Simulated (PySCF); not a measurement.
```xyz
10

C      1.4510    -0.4031     0.2804
C      0.2894     0.2427     0.3005
C     -1.0455    -0.3806     0.0415
O      0.2677     1.5871     0.5763
H      1.4834    -1.4598     0.0652
H      2.3790     0.1143     0.4778
H     -1.5354     0.0946    -0.8146
H     -1.7034    -0.2614     0.9085
H     -0.9472    -1.4434    -0.1685
H     -0.6388     1.9096     0.5545
```

Charge 0, multiplicity 1.

Q: Give the Mulliken and meta-Löwdin atomic charges from M06-2X/def2-TZVP // B3LYP-D3(BJ)/def2-TZVP in PySCF.

A: 
```tsv
atom	Mulliken (e)	meta-Löwdin (e)
C1	-0.41	-0.36
C2	0.28	0.24
C3	-0.50	-0.36
O4	-0.43	-0.49
H5	0.13	0.12
H6	0.14	0.13
H7	0.16	0.12
H8	0.16	0.12
H9	0.14	0.13
H10	0.32	0.34
```
